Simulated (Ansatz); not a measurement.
Species: tetrafluorogermane, GeF4, charge 0, multiplicity 1. SMILES: [Ge]([F])([F])([F])[F]
Geometry: optimised at B3LYP-D3(BJ)/def2-TZVP (Ansatz, an electronic-structure program).

Wanted: atomisation energy (electronic, to ground-state atoms), in kJ/mol. Cores are frozen in the correlated levels unless marked. Open shells are spin-unrestricted. Spin-orbit coupling is left out. Frozen are the shells of the preceding noble gas and the d and f shells that filled before the atom's block. No relativistic terms. The coupled-cluster limit lacks core correlation, which all-electron functionals hold. CBS marks a two-point X^-3 extrapolation of the correlation energy; Hartree-Fock from the larger set (for Q and 5 zeta extrapolated as (X+1)exp(-9√X)). [CCSD(T)-MP2]/basis is that difference in the basis named.

| level | program | atomisation energy (kJ/mol) |
|---|---|---|
| HF/6-31G | Ansatz | 1050.6 |
| HF/6-31G* | Ansatz | 1272.4 |
| HF/aug-cc-pVDZ | Ansatz | 1262.2 |
| revPBE-D4/def2-TZVPD | Ansatz + dftd4 | 1877.8 |
| PBE0-D4/def2-TZVPD | Ansatz + dftd4 | 1873.0 |
| LC-wPBE/def2-TZVPD | Ansatz | 1922.0 |
| RPA@PBE/cc-pVTZ | Ansatz | 1706.4 |
| MP2/aug-cc-pVDZ | Ansatz | 1951.7 |
| RI-MP2/CBS(aug-cc-pVTZ,aug-cc-pVQZ) | Ansatz | 2113.0 |
| SCS-MP2/aug-cc-pVQZ | Ansatz | 2023.3 |
| CCSD(T)/aug-cc-pVDZ | Ansatz | 1816.6 |
| CCSD(T)/cc-pVTZ | Ansatz | 1889.1 |
| CCSD(T)/aug-cc-pVQZ | Ansatz | 1962.2 |
| RI-MP2/CBS(cc-pVTZ,cc-pVQZ)+[CCSD(T)-MP2]/cc-pVQZ | Ansatz | 1974.3 |
| CCSD(T)/CBS(cc-pVQZ,cc-pV5Z) | Ansatz | 1980.1 |
